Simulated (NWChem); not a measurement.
**A calculation on H2S2Si**

```xyz
5

Si     0.4343     0.9224     0.0000
S      1.3779    -1.0413     0.0000
H      0.2833    -1.8621     0.0000
S     -1.6401     0.2559     0.0000
H     -2.1686     1.5147     0.0000
```
Charge 0, spin multiplicity 1.

All runs are NWChem calculations. Structure: optimised with PBE/def2-SVP, a minimum by its harmonic frequencies. It is one conformer; others weren't searched.

Symmetry labels belong to the abelian group Cs used in the runs, with the axes of the coordinates shown.

The structure started from a generated list of species.

Task: List the lowest 4 singlet excitations that CIS/def2-SVPD gives, with oscillator strengths.

Result: 
```json
[
 {"state": "1", "symmetry": "a\"", "energy (eV)": "4.11", "wavelength (nm)": "302", "f": "0.043"},
 {"state": "2", "symmetry": "a'", "energy (eV)": "5.75", "wavelength (nm)": "216", "f": "0.037"},
 {"state": "3", "symmetry": "a'", "energy (eV)": "6.44", "wavelength (nm)": "192", "f": "0.231"},
 {"state": "4", "symmetry": "a\"", "energy (eV)": "6.48", "wavelength (nm)": "191", "f": "0.003"}
]
```
